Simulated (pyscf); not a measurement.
Single points on ωB97X-D3(BJ)/def2-SVP structures (PySCF, gas phase).

SMILES: [BH2][W](=[O])(=[O])[OH]
```xyz
8

B     -0.3226     0.7629    -1.6927
W     -0.7440    -1.3814    -1.1902
O     -1.1895    -1.2926     0.4509
O      0.8736    -1.8984    -1.3615
O     -1.9854    -2.1113    -2.4042
H     -0.6402     1.2245    -2.7634
H      0.2759     1.4414    -0.8976
H     -2.8606    -2.5090    -2.3527
```
Charge 0, spin multiplicity 1.

### Question
How much does it cost (ΔH, 298 K, ωB97M-D3(BJ)/def2-TZVP) to split H₂B–W(=O)(=O)–OH at its B–W bond into BH₂• + [O=W(=O)–OH]•?

### Answer
B–W to BH₂• + [O=W(=O)–OH]•: 76.0 kcal/mol. The 7 functionals that were run give +71.1 (M06-2X) to +81.6 kcal/mol (ωB97X-D3(BJ)). The radicals are drawn with the spin at the cut bond; how far it spreads was not checked. H₂B–W(=O)(=O)–OH lies 37.3 kcal/mol over its isomer H₂B–O–WH(=O)=O, and others may lie lower still (electronic energy, ωB97M-D3(BJ)). Other isomers of [O=W(=O)–OH]• were not searched in full and may lie lower. Open-shell species with a d-block atom are single-reference here; other states, and whether the spin sits on metal or ligand, were not checked. Elements past Kr carry the def2 core potentials, without spin-orbit coupling.
